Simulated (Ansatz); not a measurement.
Born–Oppenheimer molecular dynamics of AlF$_{2}$H$_{3}$OSi (8 atoms, charge 0, multiplicity 1). It starts from a relaxed structure.

Computed with Ansatz 0.2.0, RKS B3LYP-D4/6-31G*.

* ensemble: NVT, Nosé–Hoover chain
* time step: 0.5 fs
* steps asked: 150
* set temperature: 2000 K
* thermostat: time constant 100 fs, chain length 3
* seed: 310798

First frame:

```xyz
8
Properties=species:S:1:pos:R:3
Al -0.046 0.027 -0.177
O -0.720 -0.195 1.340
Si -1.399 -0.462 2.816
H -2.525 -1.425 2.692
H -0.390 -1.025 3.752
H -1.915 0.816 3.374
F 1.584 0.055 -0.389
F -0.992 0.228 -1.506
```

**Question.** What does the run give?

**Answer.** All steps were run.

```yaml
steps_done: 150
time_covered: 75 fs
mean_temperature_over_the_second_half: 1452 K
spread_of_the_potential_energy_over_the_second_half: 16.6 meV per atom
mean_potential_energy_of_the_second_half_above_the_start: 68.3 meV per atom
```

The conserved energy stayed within 0.11 meV per atom of its start (net change 0.069 meV per atom), so the integration is sound. The mean temperature of the second half is 27 % below the set value. A run of 0.075 ps of so small a system gives no equilibrium averages.

**Question.** What happens to the structure?

**Answer.** The same pairs are bonded in the first frame and the last. Pairs count as bonded within 1.25 times the sum of covalent radii (0.12 Å more for H–H). Another seed would give other details.

**Question.** How do temperature and energy run in time?

**Answer.** 
```csv
time (fs),T (K),potential energy less start (eV),conserved less start (meV/atom)
0,2000,0.000,0.00
2.5,1880,0.093,0.02
5,1614,0.300,0.07
7.5,1373,0.488,0.09
10,1226,0.602,0.08
12.5,1162,0.653,0.08
15,1170,0.648,0.07
17.5,1197,0.629,0.06
20,1205,0.626,0.05
22.5,1192,0.639,0.04
25,1119,0.699,0.03
27.5,954,0.830,0.05
30,747,0.994,0.08
32.5,618,1.098,0.10
35,653,1.073,0.09
37.5,832,0.939,0.07
40,1067,0.763,0.05
42.5,1284,0.603,0.05
45,1438,0.493,0.04
47.5,1492,0.464,0.05
50,1485,0.481,0.06
52.5,1481,0.497,0.06
55,1495,0.500,0.07
57.5,1542,0.477,0.07
60,1626,0.427,0.05
62.5,1667,0.412,0.05
65,1649,0.442,0.06
67.5,1620,0.481,0.06
70,1560,0.545,0.04
72.5,1415,0.674,0.05
75,1200,0.856,0.07
```

Time of the run: 9.8 min on 1 thread of Arm Neoverse V1, with other jobs on the host, peak memory 0.17 GiB.
